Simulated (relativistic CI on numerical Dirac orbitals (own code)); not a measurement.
Hyperfine structure of Yb XXXVIII, mass number 171

Method of calculation: Dirac-Coulomb-Breit CI, separate exchange-only KLI orbitals for each configuration, model QED (radiative potential, 1s self-energy scaled to tabulated hydrogen-like ionisation energies), unscaled Slater integrals (own radial code, finite nucleus).

Configuration list (outside the closed core [Ar] 3d10): 4s2.4p3, 4s.4p4, 4s2.4p2.4d, 4p5, 4s.4p3.4d, 4s2.4p2.4f, 4s.4p3.4f, 4p4.4d, 4s.4p2.4d2, 4s2.4p.4d.4f, 4p4.4f, 4s2.4p.4d2, 4s2.4d3, 4s.4p.4d3, 4s2.4d2.4f, 4s.4p.4d2.4f, 4p3.4d2, 4p2.4d3, 4p2.4d2.4f. Double excitations out of closed p, d and f shells are left out; levels of such configurations are missing from the list, as are those of other unlisted configurations, and high levels can miss mixing partners.

Nuclear spin I = 1/2, μ = 0.4923 μN (tables of Stone and Pyykkö). The electronic factors are computed for point nuclear moments, without core polarisation or the Bohr-Weisskopf and QED corrections.

| Level | E (cm⁻¹) | A (GHz) |
| --- | --- | --- |
| 4s2.4p3 2D°_5/2 | 561989 | 111.9 |
| 4s2.4p3 2P°_1/2 | 615610 | 374.3 |
| 4s2.4p3 2P°_3/2 | 1142951 | 47.64 |
| 4s.4p4 4P_5/2 | 1197092 | 211.6 |
| 4s.4p4 2S_1/2 | 1343111 | 1092 |
| 4s2.4p2.4d 4D_1/2 | 1643388 | 129.4 |

Levels with J = 0, under 50 % of one LS term, or S terms without an open s electron are left out. Small factors come from cancelling terms and can be off by tens of per cent or more.

At this charge energies of transitions that change n are usually good to better than 1 %, and those within a shell (Δn = 0) to a few per cent.

**Question.** Give the hyperfine levels of 4s2.4p3 2P°_1/2 relative to its centre of gravity.

**Answer.** With K = F(F + 1) − I(I + 1) − J(J + 1), E = AK/2: F = 0: -280.7, F = 1: 93.58 GHz.

LS names give the leading component of a level, which can be under half, so a name can repeat, a term be missing and a line seem to break the LS rules.
